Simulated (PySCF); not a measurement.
## Stretching GdF

Set-up: PySCF, spin-free X2C with a Gaussian nucleus, basis sets Gd x2c-SVPall, F x2c-SVPall. Energies in eV from Gd (4f7 5d1 6s2) + F in their ground configurations at the same level. All curves are PBE0. state 1: octet, about 7.1 electrons in the 4f shell (Mulliken); state 2: decet, about 7.1 electrons in the 4f shell (Mulliken), a second solution, started from another occupation; state 3: Ms = 2.5 determinant of mixed spin, about 7.1 electrons in the 4f shell (Mulliken), a second solution, started from another occupation.

```
R (Å)  state 1  state 2  state 3
1.680   -5.380   -4.878   -4.104
1.758   -6.138   -5.691   -4.898
1.836   -6.554   -6.165   -5.356
1.894   -6.699   -6.353   -5.537
1.953   -6.737   -6.433   -5.613
2.012   -6.691   -6.429   -5.608
2.090   -6.535   -6.326   -5.507
2.187   -6.236   -6.088   -5.276
2.304   -5.790   -5.708   -4.908
2.461   -5.135   -5.126   -4.346
```

Question: Put a parabola through the three lowest points of the state 1 curve and estimate Re, k and ωe (reduced mass 16.96 u; 1 eV/Å² = 0.16022 mdyn/Å; ωe = 1302.8·√(k/μ) cm⁻¹).

Answer: Through R = 1.894, 1.953, 2.012 Å the second-order coefficient is 12.1 eV/Å², so Re ≈ 1.950 Å, k ≈ 3.87 mdyn/Å and ωe ≈ 622 cm⁻¹. A polynomial fit of higher order to the unrounded PBE0 energies gives Re = 1.948 Å, k = 3.95 mdyn/Å, ωe = 629 cm⁻¹; anharmonicity and rounding make the difference.

The higher-order fit for each curve: state 1: Re = 1.948 Å, ωe = 629 cm⁻¹, De = 6.74 eV; state 2: Re = 1.978 Å, ωe = 591 cm⁻¹, minimum 6.44 eV below the ground-state fragments; state 3: Re = 1.977 Å, ωe = 582 cm⁻¹, minimum 5.62 eV below the ground-state fragments.

These are scalar-relativistic numbers at best; spin–orbit coupling would shift them, the dissociation energy most. The state is the lowest single determinant that the PBE0 search found; with open d or f shells the true ground state can be another one.
